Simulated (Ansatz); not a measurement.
The same ligand exchange along the group Mg, Zn, Cd.

Computed with Ansatz on PBE0-D4/def2-TZVP structures; ΔE is electronic, products minus reactants. CCSD(T)/CBS is the MP2 limit (def2-TZVPP, def2-QZVPP) plus CCSD(T) − MP2 in def2-TZVPP, frozen cores. This one scheme is used for every species. Elements past krypton have def2 core potentials. For Cd, Mg, Zn outer-core shells are correlated without core-valence functions, which leaves a few kJ/mol of doubt a bond. Scalar relativity is left out up to krypton. One conformer a species, not always the lowest.

Question: Order these by ΔE at CCSD(T)/CBS, lowest first. (Best estimate.)
A. `C[O][Mg][OH]` + H₂S → `[OH][Mg][SH]` + CH₃OH
B. `C[O][Zn][OH]` + H₂S → `[OH][Zn][SH]` + CH₃OH
C. `C[O][Cd][OH]` + H₂S → `[OH][Cd][SH]` + CH₃OH

Answer: C (-99.3 kJ/mol), B (-70.5 kJ/mol), A (-16.1 kJ/mol).

Largest T1 diagnostic: 0.017, for `C[O][Zn][OH]`.
